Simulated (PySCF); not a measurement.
## Correlation energy of Rb⁺ (rubidium, charge +1)

[Kr], closed-shell 1S. Calculation: PySCF 2.14, in x2c-TZVPPall; the spin-free X2C one-electron Hamiltonian (Gaussian nucleus). Frozen: [Ar] 3d10; 8 electrons correlated.

MP2 pair energies summed by pair of shells (mhartree):

```
 pair   energy  share (%)
4p-4p  -124.91       76.7
4s-4p   -31.52       19.3
4s-4s    -6.50        4.0
```

Total MP2 correlation energy: -162.92 mhartree.

Same-spin part -41.68 and opposite-spin part -121.24 mhartree; SCS-MP2 scales them by 1/3 and 6/5 to -159.38 mhartree.

This basis was not built for core-valence correlation, so the inner-shell part is incomplete.
